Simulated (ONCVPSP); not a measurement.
## Te (Z = 52): ONCV pseudisation with LDA (Perdew-Zunger), scalar-relativistic reference atom.

Te, optimised norm-conserving Vanderbilt (ONCV), made with ONCVPSP 4.0.1 (LDA (Perdew-Zunger), scalar-relativistic). Core [Kr], reference 4d10 5s2 5p4. Waves: 5s: rc 1.55 bohr, ncon 3, nbas 6, qcut 5.4 1/bohr, 1 projector; 5p: rc 2.30 bohr, ncon 4, nbas 8, qcut 4.1 1/bohr, 2 projectors, debl 3 Ha; 4d: rc 1.25 bohr, ncon 4, nbas 9, qcut 10.5 1/bohr, 1 projector. Local part: polynomial inside 1.15 bohr (lpopt 5, dvloc0 2 Ha). Core correction: none.

All-electron outer shells of the reference configuration (LDA (Perdew-Zunger), scalar-relativistic, ld1.x):

| shell | level (eV) | outermost node (bohr) | outermost maximum (bohr) |
| --- | --- | --- | --- |
| 4s | -163.99 | 0.38 | 0.70 |
| 4p | -114.19 | 0.38 | 0.74 |
| 4d | -41.70 | 0.36 | 0.81 |
| 5s | -15.36 | 0.91 | 1.77 |
| 5p | -6.12 | 1.00 | 2.17 |

Task: Is a potential produced?

Result: No. ONCVPSP 4.0.1 stopped with "ERROR pspot: first pseudo wave function has node, program will stop": the optimised pseudo-wave of the first projector has a node, so the radial equation cannot be inverted for a potential. It happened in the s channel.
